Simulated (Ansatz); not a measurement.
AlRu₂. Total charge 0; doublet. Geometry r2SCAN-D4/def2-TZVP, that of the charge +1 singlet; atoms count from 1.

Cartesian coordinates in Å:
```
Ru 1.1357 -0.3362 -0.3386
Ru -0.2840 -0.3455 1.2268
Al -0.8517 0.6818 -0.8883
```

In the def2 sets Ru takes a core potential; there is no spin–orbit coupling. The charge 0 doublet is spin-contaminated (final ⟨S²⟩ up to 2.42, 0.75 for a pure state). The structure comes from a short search, and lower isomers may exist.

**Question.** Estimate the Mulliken populations from the PBE0/def2-TZVP orbitals of Ansatz.

**Answer.** 
```tsv
atom	charge (e)	spin (α − β)	d electrons
Ru1	-0.05	-0.43	7.18
Ru2	0.05	2.05	7.08
Al3	0.00	-0.62	–
```
Mulliken values and Mayer orders depend strongly on the basis.

**Question.** Where does the spin sit?

**Answer.** Summed by element: Ru 1.62, Al -0.62, of 1 unpaired in all. Largest on single atoms: Ru2 2.05, Al3 -0.62, Ru1 -0.43.

**Question.** And the Mayer bond orders between bonded heavy atoms (over 0.3)?

**Answer.** Ru1–Ru2 2.11 (2.11 Å); Ru1–Al3 1.36 (2.30 Å); Ru2–Al3 1.10 (2.42 Å).
